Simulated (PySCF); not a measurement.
**Diatomic anions of Tl with group 13**

PBE0 with double-zeta basis sets in PySCF, for the lowest determinant that a PBE0 search found; no spin–orbit coupling. De refers to high-spin ground-configuration atoms (the charge goes to the atom of lower measured ionisation energy or higher electron affinity, which is not always the lowest computed limit). A positive dipole points towards Tl; it is taken about the centre of mass and depends on that origin.

```csv
M,basis,charged atom,state (unpaired electrons),Re (Å),ωe (cm⁻¹),De (eV),μ (D)
B,aug-cc-pVDZ-PP/aug-cc-pVDZ,Tl−,"quartet (σ ↑, π ↑↑)",2.307,423,2.63,5.45
Al,def2-SVPD,Al−,"quartet (σ ↑, π ↑↑)",2.719,226,n/a,5.46
Ga,aug-cc-pVDZ-PP,Ga−,"quartet (σ ↑, π ↑↑)",2.746,147,2.08,3.40
```

The shortest bond is that of TlB⁻ (2.307 Å), the longest that of TlGa⁻ (2.746 Å).

The rows differ in basis set, which adds steps of its own.

Down a group the atoms grow and get heavier, so bonds lengthen and wavenumbers fall; this series shows no clear exception.

These are scalar-relativistic numbers at best; spin–orbit coupling would shift them, the dissociation energy most. For an ion De counts to the pair picked by the measured ionisation energies or electron affinities, which need not be the lowest pair at this level. The highest Kohn–Sham level is positive in some of these anions. Much of that is self-interaction error, but it also means that the finite basis helps to hold the extra electron. States were picked by a PBE0 search and need not be the measured ground states.
